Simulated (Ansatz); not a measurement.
Species: P₂H₃, net charge 0, doublet state. It need not be the lowest isomer of its formula. 
Coordinates optimised at B3LYP-D3(BJ)/def2-TZVP (Ansatz, a first-principles code):
SMILES: [PH]P
```xyz
5

P      0.9614    -0.4387     0.4296
P     -0.8856     0.3194    -0.4691
H      1.6950     0.7069     0.0100
H     -1.0442     1.5226     0.2657
H     -1.7869    -0.4398     0.3160
```
Charge 0, spin multiplicity 2.

Basis-set convergence of Hartree-Fock and CCSD correlation energies (hartree) with Ansatz. Correlated levels leave the core frozen unless marked. Open shells are spin-unrestricted. No spin-orbit coupling. Non-relativistic.

```
basis            functions       E(HF)  E(corr, CCSD)
---------------  ---------  ----------  -------------
aug-cc-pV(D+d)Z         91  -683.21175       -0.28285
aug-cc-pV(T+d)Z        179           ?              ?
```

Question: What belongs in the gaps?

Answer: 
- aug-cc-pV(T+d)Z, E(HF): -683.23423
- aug-cc-pV(T+d)Z, E(corr, CCSD): -0.33579
